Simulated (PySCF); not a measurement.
Zn(Cl)(SMe) (CH3ClSZn), SMILES [Cl][Zn][S]C.

Geometry: PBE0-D3(BJ)/def2-SVP. The structure was generated by enumeration; whether it is a known compound was not checked. The values are those of a single conformer.

Method: PBE0-D3(BJ)/def2-SVP (PySCF).

Frequencies are harmonic and unscaled.

```json
[
 {"mode": "1", "ν (cm⁻¹)": "68", "IR (km/mol)": "7.2", "moving atoms (share of kinetic energy)": "Zn 33 %, Cl 32 %, C 24 %, H 10 %"},
 {"mode": "2", "ν (cm⁻¹)": "90", "IR (km/mol)": "11.2", "moving atoms (share of kinetic energy)": "Zn 42 %, Cl 23 %, H 20 %, S 16 %"},
 {"mode": "3", "ν (cm⁻¹)": "137", "IR (km/mol)": "4.7", "moving atoms (share of kinetic energy)": "H 79 %, S 10 %, Zn 9 %"},
 {"mode": "4", "ν (cm⁻¹)": "178", "IR (km/mol)": "5.0", "moving atoms (share of kinetic energy)": "C 34 %, Zn 27 %, S 20 %, H 14 %"},
 {"mode": "5", "ν (cm⁻¹)": "343", "IR (km/mol)": "0.3", "moving atoms (share of kinetic energy)": "S 55 %, Cl 42 %"},
 {"mode": "6", "ν (cm⁻¹)": "484", "IR (km/mol)": "71.8", "moving atoms (share of kinetic energy)": "Zn 51 %, Cl 29 %, S 19 %"},
 {"mode": "7", "ν (cm⁻¹)": "722", "IR (km/mol)": "4.4", "moving atoms (share of kinetic energy)": "C 59 %, S 31 %, H 10 %"},
 {"mode": "8", "ν (cm⁻¹)": "956", "IR (km/mol)": "4.8", "moving atoms (share of kinetic energy)": "H 84 %, C 14 %"},
 {"mode": "9", "ν (cm⁻¹)": "973", "IR (km/mol)": "9.0", "moving atoms (share of kinetic energy)": "H 82 %, C 16 %"},
 {"mode": "10", "ν (cm⁻¹)": "1337", "IR (km/mol)": "12.3", "moving atoms (share of kinetic energy)": "H 87 %, C 13 %"},
 {"mode": "11", "ν (cm⁻¹)": "1455", "IR (km/mol)": "8.9", "moving atoms (share of kinetic energy)": "H 95 %"},
 {"mode": "12", "ν (cm⁻¹)": "1456", "IR (km/mol)": "9.5", "moving atoms (share of kinetic energy)": "H 95 %"},
 {"mode": "13", "ν (cm⁻¹)": "3068", "IR (km/mol)": "21.7", "moving atoms (share of kinetic energy)": "H 98 %"},
 {"mode": "14", "ν (cm⁻¹)": "3180", "IR (km/mol)": "4.1", "moving atoms (share of kinetic energy)": "H 90 %, C 10 %"},
 {"mode": "15", "ν (cm⁻¹)": "3181", "IR (km/mol)": "1.1", "moving atoms (share of kinetic energy)": "H 90 %, C 10 %"}
]
```
